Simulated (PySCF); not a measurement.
Se(iPr)(NH2) (C3H9NSe), SMILES CC(C)[Se]N.

Coordinates come from a PBE-D3(BJ)/def2-SVP optimisation. One conformer was computed; it need not be the lowest.

All values below come from PBE-D3(BJ)/def2-SVP in PySCF.

Frequencies are harmonic and unscaled.

Computed normal modes with their intensities:
```csv
mode,ν (cm⁻¹),IR (km/mol),moving atoms (share of kinetic energy)
1,61,0.8,"N 36 %, C 26 %, H 26 %, Se 12 %"
2,170,3.7,"N 42 %, H 24 %, C 22 %, Se 12 %"
3,225,0.3,H 96 %
4,250,1.3,"H 76 %, C 17 %"
5,266,1.1,"H 46 %, C 37 %, Se 12 %"
6,299,5.1,"C 48 %, H 35 %, Se 14 %"
7,358,22.4,"H 75 %, C 21 %"
8,402,14.6,"H 56 %, C 40 %"
9,526,16.3,"C 55 %, H 29 %, Se 11 %"
10,545,126.7,"N 65 %, H 23 %"
11,764,60.4,"H 66 %, N 25 %, Se 8 %"
12,871,1.2,"C 63 %, H 37 %"
13,897,1.7,"H 86 %, C 14 %"
14,928,0.4,"H 74 %, C 26 %"
15,991,0.4,"H 88 %, C 8 %"
16,998,2.8,"H 85 %, C 10 %"
17,1109,0.8,"C 61 %, H 39 %"
18,1130,16.7,"C 54 %, H 46 %"
19,1181,25.9,"H 71 %, C 29 %"
20,1292,0.3,"H 76 %, C 24 %"
21,1334,9.7,"H 69 %, C 31 %"
22,1343,3.1,"H 79 %, C 21 %"
23,1403,3.5,H 95 %
24,1409,1.5,H 97 %
25,1417,7.5,H 96 %
26,1428,7.2,H 96 %
27,1506,18.5,H 92 %
28,2954,29.2,H 97 %
29,2960,23.9,H 97 %
30,2984,11.0,H 92 %
31,3036,17.4,"H 91 %, C 9 %"
32,3044,13.8,"H 91 %, C 9 %"
33,3055,10.8,"H 91 %, C 9 %"
34,3057,21.5,"H 91 %, C 9 %"
35,3403,1.3,H 96 %
36,3511,9.8,"H 91 %, N 9 %"
```
